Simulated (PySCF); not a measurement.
**C6H8F: g tensor and hyperfine couplings**

C₆H₈F (doublet state).
Cartesian coordinates in Å at the GFN2-xTB level; atoms count from 1:
```
atom  x, y, z in Å
F1     2.4095    0.2414    0.6336
C2     1.4762   -0.7167    0.3323
C3     0.1381   -0.0771    0.0293
C4    -0.6823    0.7910    0.9986
C5    -1.4385    0.6492   -0.3295
C6    -1.1319   -0.8560   -0.3464
C7    -0.1422    0.9244   -1.1041
H8     1.8500   -1.2674   -0.5381
H9     1.4024   -1.3799    1.2016
H10   -1.1034    0.2935    1.8668
H11   -0.2791    1.7682    1.2421
H12   -1.5845   -1.4656    0.4296
H13   -1.1372   -1.3544   -1.3108
H14    0.2982    1.9111   -1.0070
H15   -0.0798    0.5464   -2.1199
```

The hyperfine couplings belong to this conformer and change with its torsions.

The species is `FCC12C[C](C1)C2` [radical].

Method: UKS B3LYP, pcH-1 on C F H, non-relativistic, mean-field spin-orbit, GIAO (PySCF 2.14.0). Geometry: GFN2-xTB, one conformer, isolated molecule. The geometry wasn't refined by DFT: couplings that depend on bond lengths, twists or pyramidal angles can differ widely from those at the functional's own minimum. No stability test was run, so a lower SCF solution isn't excluded.

```
g1, g2, g3                      : 2.00215, 2.00283, 2.00287
g_iso                           : 2.00262
Form of g                       : close to axial: the two nearest values differ by 5 % of g3 − g1
⟨S²⟩                            : 0.7524 (exact 0.7500)
HOMO–LUMO gap, α and β orbitals : 6.60, 6.96 eV
Total energy                    : -333.15511 Eh
Basis functions                 : 255
```

Hyperfine couplings atom by atom, in 10⁻⁴ cm⁻¹; T1 to T3 are the principal values of the dipolar part; ρ(0) is the spin density at the nucleus (1 × 10⁻⁴ cm⁻¹ = 2.998 MHz):

```json
{"atom": "F1", "isotope": "19F", "a_iso": "0.0", "T1": "-4.8", "T2": "-2.9", "T3": "7.7", "Mulliken spin population": "0.00", "ρ(0) (bohr⁻³)": "0.0000"}
{"atom": "C2", "isotope": "13C", "a_iso": "35.7", "T1": "-2.8", "T2": "-2.6", "T3": "5.4", "Mulliken spin population": "0.07", "ρ(0) (bohr⁻³)": "0.0951"}
{"atom": "C3", "isotope": "13C", "a_iso": "24.7", "T1": "-0.9", "T2": "-0.9", "T3": "1.8", "Mulliken spin population": "0.02", "ρ(0) (bohr⁻³)": "0.0657"}
{"atom": "C4", "isotope": "13C", "a_iso": "3.4", "T1": "-3.1", "T2": "-2.2", "T3": "5.3", "Mulliken spin population": "0.04", "ρ(0) (bohr⁻³)": "0.0090"}
{"atom": "C5", "isotope": "13C", "a_iso": "112.4", "T1": "-21.4", "T2": "-21.4", "T3": "42.9", "Mulliken spin population": "0.79", "ρ(0) (bohr⁻³)": "0.2998"}
{"atom": "C6", "isotope": "13C", "a_iso": "3.2", "T1": "-3.2", "T2": "-2.3", "T3": "5.5", "Mulliken spin population": "0.05", "ρ(0) (bohr⁻³)": "0.0084"}
{"atom": "C7", "isotope": "13C", "a_iso": "3.4", "T1": "-3.1", "T2": "-2.2", "T3": "5.3", "Mulliken spin population": "0.04", "ρ(0) (bohr⁻³)": "0.0090"}
{"atom": "H8", "isotope": "1H", "a_iso": "-1.0", "T1": "-1.4", "T2": "-0.6", "T3": "1.9", "Mulliken spin population": "0.00", "ρ(0) (bohr⁻³)": "-0.0007"}
{"atom": "H9", "isotope": "1H", "a_iso": "-1.0", "T1": "-1.4", "T2": "-0.6", "T3": "1.9", "Mulliken spin population": "0.00", "ρ(0) (bohr⁻³)": "-0.0007"}
{"atom": "H10", "isotope": "1H", "a_iso": "-0.9", "T1": "-2.0", "T2": "-1.2", "T3": "3.2", "Mulliken spin population": "0.00", "ρ(0) (bohr⁻³)": "-0.0006"}
{"atom": "H11", "isotope": "1H", "a_iso": "-0.9", "T1": "-2.0", "T2": "-1.2", "T3": "3.2", "Mulliken spin population": "0.00", "ρ(0) (bohr⁻³)": "-0.0006"}
{"atom": "H12", "isotope": "1H", "a_iso": "-0.9", "T1": "-2.0", "T2": "-1.2", "T3": "3.2", "Mulliken spin population": "0.00", "ρ(0) (bohr⁻³)": "-0.0006"}
{"atom": "H13", "isotope": "1H", "a_iso": "-0.9", "T1": "-2.0", "T2": "-1.2", "T3": "3.2", "Mulliken spin population": "0.00", "ρ(0) (bohr⁻³)": "-0.0006"}
{"atom": "H14", "isotope": "1H", "a_iso": "-0.9", "T1": "-2.0", "T2": "-1.2", "T3": "3.2", "Mulliken spin population": "0.00", "ρ(0) (bohr⁻³)": "-0.0006"}
{"atom": "H15", "isotope": "1H", "a_iso": "-0.9", "T1": "-2.0", "T2": "-1.2", "T3": "3.2", "Mulliken spin population": "0.00", "ρ(0) (bohr⁻³)": "-0.0006"}
```

Largest spin populations (Mulliken): C5 (+0.79) and C2 (+0.07). C5 is the only atom above +0.15. The angles at C5 add up to 270.4°, so it is pyramidal.

Under fast tumbling the dipolar parts average out, and these isotropic splittings remain: 2 × 1H (H8/H9, I = 1/2, 3 lines) with 0.11 mT and 6 × 1H (H10 (×6), I = 1/2, 7 lines) with 0.09 mT.

The 13C coupling of C5 (337.0 MHz) shows only in satellite lines or after enrichment, since that isotope makes up about 1.07 % of natural carbon.
